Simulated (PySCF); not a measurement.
## Electron correlation in Cd⁺ (cadmium, charge +1)

Starting occupation: [Kr] 4d10 5s1, 5s1/2 with m_j = +1/2. Calculation: PySCF 2.14, in x2c-SVPall-2c (6s9p6d1f, 70 functions); X2C-1e with screened-nucleus spin-orbit coupling, Gaussian nucleus. Frozen: [Ar] 3d10; 19 electrons correlated; the 6 highest virtual spinors left out.

MP2 pair energies summed by pair of shells (mhartree):

```tsv
pair	energy	share (%)
4d3/2-4d5/2	-132.50	28.5
4d5/2-4d5/2	-94.66	20.4
4d5/2-4p3/2	-42.29	9.1
4d3/2-4d3/2	-41.46	8.9
4d3/2-4p3/2	-29.05	6.3
4d5/2-4p1/2	-21.46	4.6
4p3/2-4p3/2	-16.54	3.6
4p1/2-4p3/2	-15.62	3.4
4d5/2-5s1/2	-15.28	3.3
4d3/2-4p1/2	-13.74	3.0
4d3/2-5s1/2	-9.69	2.1
4d5/2-4s1/2	-8.10	1.7
4p3/2-4s1/2	-6.11	1.3
4d3/2-4s1/2	-5.42	1.2
4p1/2-4p1/2	-4.30	0.9
4p1/2-4s1/2	-3.07	0.7
4s1/2-4s1/2	-2.34	0.5
4p3/2-5s1/2	-1.77	0.4
4p1/2-5s1/2	-0.81	0.2
4s1/2-5s1/2	-0.19	0.0
```

Total MP2 correlation energy: -464.38 mhartree.

This basis was not built for core-valence correlation, so the inner-shell part is incomplete.
